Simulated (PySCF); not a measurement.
F₃Sc. Atoms are numbered in the order given.

```xyz
4

Sc     0.0000     0.0000     0.0000
F     -1.8278     0.0000     0.0000
F      0.9139     1.5830     0.0000
F      0.9139    -1.5830     0.0000
```
Charge 0, spin multiplicity 1.

The structure is a stationary point at r2SCAN-D4/def2-SVP. The isomer is the one that the SMILES or the coordinates give; other isomers of the formula were not compared.

Method: TDA-PBE0/def2-SVPD (PySCF 2.14.0).

Vertical excitations; the highest root listed may be one member of a degenerate set. Isolated molecule, no solvent. State labels are in the subgroup C2v.

```csv
state,symmetry,energy (eV),λ (nm),f,main pairs
S1,B1,7.03,176,0.000,HOMO→LUMO 99 %
S2,B1,7.09,175,0.008,HOMO−1→LUMO (degenerate set)
S3,A1,7.09,175,0.008,HOMO−2→LUMO (degenerate set)
S4,B2,7.30,170,0.048,HOMO−3→LUMO 99 %
S5,B2,7.51,165,0.000,HOMO−4→LUMO (degenerate set)
S6,A2,7.51,165,0.000,HOMO−5→LUMO (degenerate set)
S7,A2,7.94,156,0.000,"HOMO→LUMO+1, HOMO−1→LUMO+1, HOMO−2→LUMO+2 (degenerate set)"
S8,B2,7.94,156,0.000,"HOMO→LUMO+2, HOMO−1→LUMO+2, HOMO−2→LUMO+1 (degenerate set)"
S9,B1,7.99,155,0.001,HOMO−8→LUMO (degenerate set)
S10,A1,7.99,155,0.001,HOMO−7→LUMO (degenerate set)
T1,B1,7.00,177,0,HOMO−1→LUMO (degenerate set)
T2,A1,7.00,177,0,HOMO−2→LUMO (degenerate set)
T3,B1,7.02,177,0,HOMO→LUMO 99 %
T4,B2,7.17,173,0,HOMO−3→LUMO 99 %
```
Triplets are in the Tamm–Dancoff approximation.
